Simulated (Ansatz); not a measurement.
```xyz
2

C     0.0000    0.0000   -0.6094
N     0.0000    0.0000    0.6094
```

Basis set: 6-31G (spherical functions). Correlated methods keep 2 orbitals frozen. Correlation on ROHF uses semicanonical orbitals with singles. Charge 0, multiplicity 2.

Computed with Ansatz (development build ahead of 0.2.0); the reference of a correlated method needn't be the lowest determinant of its kind.

Question: Give the atomization energy at this shape (free ground-state atoms in the same class of orbitals less the molecule, no zero-point energy) of doublet CN by UHF-BCCD(T), ROHF-CCSD(T), UHF-CCSD(T).

Answer:

| method | atomization energy |
| --- | --- |
| UHF-BCCD(T) | 6.27 eV |
| ROHF-CCSD(T) | 6.27 eV |
| UHF-CCSD(T) | 6.22 eV |

Caution: the reference determinant was not shown to be the lowest. Caution for UHF-BCCD(T), ROHF-CCSD(T): the program doubts this total. Caution for ROHF-CCSD(T): an unrestricted determinant lies well below.

This basis has no polarisation functions and is too small for such energies, which can lie far from measured ones in either direction.
